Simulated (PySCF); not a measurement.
Molfile (atoms numbered from 1):
```
C9H9N
     RDKit          3D

 19 19  0  0  0  0  0  0  0  0999 V2000
   -2.9970    1.0878    1.1444 C   0  0  0  0  0  0  0  0  0  0  0  0
   -1.9128    0.6463    0.5034 C   0  0  0  0  0  0  0  0  0  0  0  0
   -1.8622    0.0439   -0.8291 C   0  0  0  0  0  0  0  0  0  0  0  0
   -0.5836   -0.2518   -1.1094 C   0  0  0  0  0  0  0  0  0  0  0  0
    0.2530    0.1389    0.0251 C   0  0  0  0  0  0  0  0  0  0  0  0
    1.7399   -0.0600    0.0632 C   0  0  1  0  0  0  0  0  0  0  0  0
    2.1093   -1.5497   -0.0049 C   0  0  0  0  0  0  0  0  0  0  0  0
    2.3294    0.6415   -1.0567 C   0  0  0  0  0  0  0  0  0  0  0  0
    2.7826    1.1903   -1.9511 N   0  0  0  0  0  0  0  0  0  0  0  0
   -0.5324    0.6736    0.9794 C   0  0  0  0  0  0  0  0  0  0  0  0
   -2.9354    1.5257    2.1268 H   0  0  0  0  0  0  0  0  0  0  0  0
   -3.9766    1.0248    0.7006 H   0  0  0  0  0  0  0  0  0  0  0  0
   -2.7252   -0.1117   -1.4479 H   0  0  0  0  0  0  0  0  0  0  0  0
   -0.1985   -0.6905   -2.0123 H   0  0  0  0  0  0  0  0  0  0  0  0
    2.1424    0.3781    0.9851 H   0  0  0  0  0  0  0  0  0  0  0  0
    1.6740   -2.0719    0.8441 H   0  0  0  0  0  0  0  0  0  0  0  0
    3.1899   -1.6744    0.0177 H   0  0  0  0  0  0  0  0  0  0  0  0
    1.7266   -1.9951   -0.9202 H   0  0  0  0  0  0  0  0  0  0  0  0
   -0.2333    1.0638    1.9343 H   0  0  0  0  0  0  0  0  0  0  0  0
  1  2  2  0
  2  3  1  0
  3  4  2  0
  4  5  1  0
  5  6  1  0
  6  7  1  0
  6  8  1  0
  8  9  3  0
  5 10  2  0
 10  2  1  0
  1 11  1  0
  1 12  1  0
  3 13  1  0
  4 14  1  0
  6 15  1  1
  7 16  1  0
  7 17  1  0
  7 18  1  0
 10 19  1  0
M  END
```

Calculated, not measured (PySCF 2.14.0 with density-fitted response routines): GFN2-xTB geometry, shieldings: GIAO PBE0/pcSseg-1. Non-relativistic Hamiltonian, gas phase, one computed conformer, rapidly exchanging positions averaged.

Q: List the cross peaks expected in HSQC, COSY and HMBC spectra.

A: 

HSQC (one-bond C–H):
```
                δH           δC
        6.91 (H14)   139.2 (C4)
        6.52 (H13)   133.5 (C3)
        6.25 (H12)   134.7 (C1)
        6.23 (H11)   134.7 (C1)
        6.14 (H19)  126.5 (C10)
        3.45 (H15)    27.5 (C6)
1.51 (H16/H17/H18)    22.4 (C7)
```

COSY cross peaks (H two or three bonds apart, from the bond graph; peaks can be absent where the dihedral angle is near 90°):
```
        δH                  δH
6.91 (H14)          6.52 (H13)
6.25 (H12)          6.23 (H11)
3.45 (H15)  1.51 (H16/H17/H18)
```

HMBC (two and three bonds, from the bond graph):
```
                δH                                                                     δC
        6.91 (H14)             159.2 (C2), 153.2 (C5), 133.5 (C3), 126.5 (C10), 27.5 (C6)
        6.52 (H13)            159.2 (C2), 153.2 (C5), 139.2 (C4), 134.7 (C1), 126.5 (C10)
        6.25 (H12)                                    159.2 (C2), 133.5 (C3), 126.5 (C10)
        6.23 (H11)                                    159.2 (C2), 133.5 (C3), 126.5 (C10)
        6.14 (H19)  159.2 (C2), 153.2 (C5), 139.2 (C4), 134.7 (C1), 133.5 (C3), 27.5 (C6)
        3.45 (H15)             153.2 (C5), 139.2 (C4), 126.5 (C10), 125.3 (C8), 22.4 (C7)
1.51 (H16/H17/H18)                                      153.2 (C5), 125.3 (C8), 27.5 (C6)
```

Shifts are taken against calculated references (same method and geometry level): ¹H, ¹³C against TMS.

Short H···H contacts in this conformer between protons four or more bonds apart (candidates for NOE cross peaks, intensity ∝ r⁻⁶): H14···H18 2.57 Å, H15···H19 2.65 Å, H12···H13 2.73 Å, H11···H19 2.75 Å.

Shifts are as computed. Against solution values, carbons near 30 ppm lie about +3 ppm off and those near 130 ppm about +5 ppm. Of 1211 compounds with measured shifts, 218 miss one by over three times the rms of a fit or turn the order of signals round; such compounds aren't used in these exercises.
